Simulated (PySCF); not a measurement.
benzoquinone (C6H4O2), SMILES O=C1C=CC(=O)C=C1.

Coordinates come from a PBE0-D3(BJ)/def2-SVP optimisation.

Method: PBE0/def2-TZVP run with PySCF.

Computed frontier levels, gap, dipole moment:
The highest occupied level is -7.94 eV and the lowest empty level is -3.66 eV. The orbital gap comes out as 4.28 eV and the dipole moment comes out as 0.00 D. The quadrupole, principal values (traceless, Buckingham form, about the centre of nuclear charge) is -20.29, 3.86, 16.43 D·Å.
